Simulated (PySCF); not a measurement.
Species: C7H8FN (charge +1 and doublet state).
Z-matrix (Å and degrees, GFN2-xTB geometry), rows numbered from 1:
```
C 
C   1  1.4662
C   2  1.4091  1  123.06
C   3  1.3671  2  121.52  1  -179.97
C   4  1.4277  3  120.67  2     0.00
N   5  1.3284  4  120.63  3  -179.89
C   5  1.4174  4  118.72  3     0.06
C   7  1.3668  5  119.19  4    -0.11
F   8  1.3271  2  117.58  1    -0.18
H   1  1.0856  2  112.33  3    -1.90
H   1  1.0951  2  110.34  3  -125.12
H   1  1.0957  2  110.17  3   120.64
H   3  1.0794  2  118.57  1    -0.03
H   4  1.0793  3  120.44  2   179.99
H   6  1.0104  5  121.12  4     0.30
H   6  1.0106  5  120.92  4  -179.86
H   7  1.0793  5  120.83  4   179.98
```

The hyperfine couplings belong to this conformer and change with its torsions.

The species is `CC1=C(F)C=C([NH2+])C=C1` [radical] (charge +1).

Method: UKS B3LYP, pcH-1 on C F H N, non-relativistic, mean-field spin-orbit, GIAO in PySCF 2.14.0. The structure is a single GFN2-xTB conformer in the gas phase; no vibrational or solvent corrections. Couplings are sensitive to structure, and on GFN2-xTB geometries they can be far from those on DFT ones, by a factor of two or more for some ions and for spin on atoms past the first row. Stability of the SCF solution: not tested.

The largest Mulliken spin populations are on C2 (+0.40), N6 (+0.31), C4 (+0.23) and C3 (-0.11). Three atoms exceed +0.15.

(1) Test a(H) = Q·ρ(C) for the protons on planar carbons with a spin population beyond ±0.08.

(2) Leave H17 and its like out of the fit. How well does the relation then predict its coupling?

(3) How do the β-proton couplings of this frozen conformer go with θ, the angle between the C–H bond and the normal to the plane of the spin centre's three neighbours, both seen down the bond from centre to carbon?

(4) What would the freely rotating methyl group on C1 show?

## Answers

(1) 
| H | C | ρ(C) | a(H) (G) | a/ρ (G) |
| --- | --- | --- | --- | --- |
| H13 | C3 | -0.107 | +1.34 | -12.4 |
| H14 | C4 | +0.231 | -5.92 | -25.6 |
| H17 | C7 | +0.091 | -2.70 | -29.5 |

A least-squares line through the origin gives Q = -24.0 G with Mulliken populations. Where ρ is negative the coupling is positive.

(2) The other protons give Q = -23.3 G, so a = -23.3 × 0.091 ≈ -2.13 G, against the computed -2.70 G.

(3) 
```csv
β H,on,centre,θ (°),cos²θ,a (G)
H10,C1,C2,88,0.00,+0.04
H11,C1,C2,35,0.67,+26.47
H12,C1,C2,31,0.74,+28.95
```

Fitting the Heller–McConnell form a = ρ(B0 + B2 cos²θ), with Mulliken ρ = 0.40, gives B0 = 0.0 G and B2 = 98.3 G; with only two distinct angles the two parameters are fixed exactly. By this fit the coupling would be 39.3 G at θ = 0° and 0.0 G at 90°.

(4) Three equal couplings, a 1:3:3:1 quartet. The mean of the three values of this geometry estimates the splitting: 18.5 G, or 51.8 MHz (three bonds 120° apart have a mean cos²θ of 1/2 at any torsion).

Couplings in gauss use g_iso = 2.0027.

The run took 1.7 min (with the writing of density and orbital grids) on one thread of an Arm Neoverse V2 (shared host), and the process peaked at 0.97 GiB of memory.
